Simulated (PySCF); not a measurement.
Isomers of C4H11GeN, from PBE0-D3(BJ)/def2-SVP geometry optimisation, gas phase in PySCF 2.14.0. One conformer each, no zero-point energy, no frequencies.

Question: Which is lowest in electronic energy at this level?
A. `[GeH3:1][NH:2][CH:3]1[CH2:4][CH2:5][CH2:6]1` with Ge1–N2–C3–C4 -164°, N2–C3–C4–C5 141°, C3–C4–C5–C6 -20°, C4–C5–C6–C3 20°, N2–C3–C6–C5 -141°: A = 7407, B = 996.0, C = 918.5 MHz, dipole 0.79 D
B. `[NH2:1][CH2:2][CH:3]1[CH2:4][GeH2:5][CH2:6]1` with H–N1–C2–C3 63° and 180°, N1–C2–C3–C4 -65°, C2–C3–C4–Ge5 -147°, C3–C4–Ge5–C6 17°, C4–Ge5–C6–C3 -17°, C2–C3–C6–Ge5 148°: A = 6843, B = 1119, C = 1013 MHz, dipole 1.32 D
C. GeH3(pyrrolidide) (`[GeH3][N]1CCCC1`): A = 6291, B = 1209, C = 1069 MHz, dipole 0.55 D
D. `[CH2:1]=[CH:2][CH2:3][NH:4][GeH2:5][CH3:6]` with C1–C2–C3–N4 -8°, C2–C3–N4–Ge5 153°, C3–N4–Ge5–C6 61°: A = 6417, B = 987.3, C = 897.7 MHz, dipole 1.40 D

Answer: C. That is `[H][Ge]([H])([H])[N]1CCCC1` (GeH3(pyrrolidide)), 11.1 kcal/mol below the next.

```json
{"SMILES": "[H][Ge]([H])([H])[N]1CCCC1", "mapped SMILES": "–", "E (Eh)": "-2289.86872", "relative (kcal/mol)": "0.0", "relative (kJ/mol)": "0.0", "dipole (D)": "0.55"}
{"SMILES": "C=CC[NH][GeH2][CH3]", "mapped SMILES": "[CH2:1]=[CH:2][CH2:3][NH:4][GeH2:5][CH3:6]", "E (Eh)": "-2289.85101", "relative (kcal/mol)": "11.1", "relative (kJ/mol)": "46.5", "dipole (D)": "1.40"}
{"SMILES": "NCC1[CH2][GeH2][CH2]1", "mapped SMILES": "[NH2:1][CH2:2][CH:3]1[CH2:4][GeH2:5][CH2:6]1", "E (Eh)": "-2289.84817", "relative (kcal/mol)": "12.9", "relative (kJ/mol)": "54.0", "dipole (D)": "1.32"}
{"SMILES": "[GeH3][NH]C1CCC1", "mapped SMILES": "[GeH3:1][NH:2][CH:3]1[CH2:4][CH2:5][CH2:6]1", "E (Eh)": "-2289.84721", "relative (kcal/mol)": "13.5", "relative (kJ/mol)": "56.5", "dipole (D)": "0.79"}
```
